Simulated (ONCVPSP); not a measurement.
Ranking ONCV potentials for osmium

All share these settings but for the change named:

Os (Z = 76), optimised norm-conserving Vanderbilt (ONCV), made with ONCVPSP 4.0.1 (LDA (Perdew-Zunger), fully relativistic). Core [Kr] 4d10, reference 4f14 5s2 5p6 5d6 6s1.5 (charge +0.5). Waves: 5s+6s: rc 1.85 bohr, ncon 5, nbas 8, qcut 8 1/bohr, 2 projectors; 5p: rc 1.65 bohr, ncon 4, nbas 7, qcut 7.9 1/bohr, 2 projectors, debl 1.4 Ha; 5d: rc 2.20 bohr, ncon 4, nbas 8, qcut 6.9 1/bohr, 3 projectors, debl 1.2 Ha; 4f: rc 1.05 bohr, ncon 4, nbas 8, qcut 19.2 1/bohr, 2 projectors, debl 4 Ha. Local part: polynomial inside 1.05 bohr (lpopt 4, dvloc0 3 Ha). Core correction: none.

Open shells are filled in proportion to 2j + 1.

In the p channel the program set the typed energies aside and used -1.895, 0.250 Ha (j = l + 1/2; the other j can differ).

Test errors are all-electron minus pseudo excitation energies from the reference, over 4f14 5s2 5p6 5d6 6s2; 4f14 5s2 5p6 5d6 6s1; 4f14 5s2 5p6 5d6 6s0; 4f14 5s2 5p6 5d5 6s2 6p1. None of these files shows a bound ghost.

The base gives 2.4 meV.

Of 6 variants that were run, those that failed, showed a ghost or another fault, or gave nearly equal values are left out.

A variant can come out equal or close to the base, since the largest error may sit in a test that the change hardly touches while other tests move.

(1) Rank these variants by their largest absolute test error, smallest first.
A. functional PBE
B. scalar-relativistic
C. s: rc 2.34
D. local potential polynomial inside 1.05 bohr (lpopt 4, dvloc0 -2.5 Ha)

Answers

(1) D (2.4 meV), A (3.2 meV), C (5.7 meV), B (10.1 meV).
